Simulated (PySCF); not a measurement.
Compound: C₁₂H₁₂Cl (charge -1).
Numbering: `[CH3:1][CH2:2][CH2:3][c:4]1[cH:5][c:6]([Cl:7])[c:8]2[cH:9][cH:10][cH-:11][c:12]2[cH:13]1` (hydrogens: H14, H15, H16 on C1; H17, H18 on C2; H19, H20 on C3; H21 on C5; H22 on C9; H23 on C10; H24 on C11; H25 on C13)
Bond orders are those of one Lewis drawing.

Method: PBE0-D3(BJ)/def2-SVP geometry optimisation, gas phase (PySCF); density fitting, grid level 1; the optimiser is geomeTRIC in internal coordinates, started from a GFN2-xTB structure with every atom displaced at random (about 0.01 Å).

At the end of the run (lengths in Å): C12–C13 1.410, C3–C4 1.507, C1–H14 1.103, C2–H17 1.104, C9–C10 1.408, C5–H21 1.093, C4–C13 1.390, C5–C4–C13 119.4°, C3–C4–C13 121.4°, C2–C3–C4 114.0°, Cl7–C6–C8 119.1°, C1–C2–C3–C4 63°, C2–C3–C4–C5 74°, H19–C3–C4–C5 -48°, H22–C9–C8–C6 0°.

Question: These geometries were met on the way; a selection of coordinates is given. Order them by energy above the end point, lowest first.
A. C12–C13 1.420, C3–C4 1.518, C1–H14 1.112, C2–H17 1.109, C9–C10 1.407, C5–H21 1.097, C4–C13 1.386, C5–C4–C13 120.1°, C3–C4–C13 121.0°, C2–C3–C4 114.0°, Cl7–C6–C8 119.0°, C1–C2–C3–C4 65°, C2–C3–C4–C5 77°, H19–C3–C4–C5 -45°, H22–C9–C8–C6 1°
B. C12–C13 1.409, C3–C4 1.506, C1–H14 1.101, C2–H17 1.103, C9–C10 1.407, C5–H21 1.093, C4–C13 1.391, C5–C4–C13 119.3°, C3–C4–C13 121.6°, C2–C3–C4 114.0°, Cl7–C6–C8 118.5°, C1–C2–C3–C4 64°, C2–C3–C4–C5 76°, H19–C3–C4–C5 -46°, H22–C9–C8–C6 0°
C. C12–C13 1.358, C3–C4 1.456, C1–H14 1.060, C2–H17 1.078, C9–C10 1.384, C5–H21 1.070, C4–C13 1.412, C5–C4–C13 116.8°, C3–C4–C13 123.8°, C2–C3–C4 112.0°, Cl7–C6–C8 120.5°, C1–C2–C3–C4 64°, C2–C3–C4–C5 78°, H19–C3–C4–C5 -43°, H22–C9–C8–C6 -5°

Answer: B (0.004 eV), A (0.017 eV), C (0.281 eV).

```
step  E above end (eV)  rms distance from the end, all atoms (Å)  largest force (eV/Å)  rms shift of all bonds from the end (Å)
   4             0.004                                     0.051                 0.173                                    0.001
   1             0.017                                     0.084                 0.681                                    0.005
   0             0.281                                     0.080                 3.319                                    0.022
```

Rows stand in the order of the answer.
